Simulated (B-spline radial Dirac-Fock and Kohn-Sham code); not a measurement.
# Co¹³⁺: photoemission with Cu Kα (8047.8 eV) photons

System: Co¹³⁺, [Ne] 3s2 3p2.

Input file task.json (cfg lists n, l and occupation; rrms is the nuclear radius in fm):

```json
{"items": [{
  "Z": 27,
  "q": 13,
  "cfg": [[1, 0, 2], [2, 0, 2], [2, 1, 6], [3, 0, 2], [3, 1, 2]],
  "A": 59,
  "rrms": 3.7875,
  "do": ["binding", "quiet", "photo"],
  "hv": [37.4, 40.81, 49.5, 60, 229.0, 300, 605.0, 1000, 1960.0, 2140.0, 8047.8, 15700.0, 17479.3, 27900.0, 150000, 200000]
}]}
```

Run with: `python xray_run.py task.json out`

Model: Dirac-Hartree-Slater photoionisation with all multipoles and Dirac-Fock thresholds. Program: a B-spline atomic structure program. The asymmetry parameter β is from the dipole term alone. Kinetic energies are from the vacuum level. Open shells are spread statistically over j, without multiplet splitting.

The last column is dσ/dΩ = σ/(4π) · [1 − (β/2) P₂(cos θ)] at θ = 90° from the beam of unpolarised light.

| subshell | electrons | binding (eV) | kinetic (eV) | σ (kb) | β | dσ/dΩ (kb/sr) |
| --- | --- | --- | --- | --- | --- | --- |
| 2s | 2 | 1353.5 | 6694.3 | 2.03 | 2.00 | 0.242 |
| 2p1/2 | 2 | 1220.6 | 6827.2 | 0.526 | 0.89 | 0.0512 |
| 2p3/2 | 4 | 1205.9 | 6841.9 | 0.974 | 0.88 | 0.0947 |
| 3s | 2 | 443.1 | 7604.7 | 0.407 | 2.00 | 0.0486 |
| 3p1/2 | 0.67 | 407.4 | 7640.4 | 0.0347 | 0.83 | 0.00333 |
| 3p3/2 | 1.33 | 404.5 | 7643.3 | 0.0647 | 0.82 | 0.00620 |

Branching ratios of the spin-orbit partners (statistical value in brackets): 2p 1.85 (2.00), 3p 1.87 (2.00).

Values without a named source are computed, but for edge energies of neutral atoms, which are taken from tables.
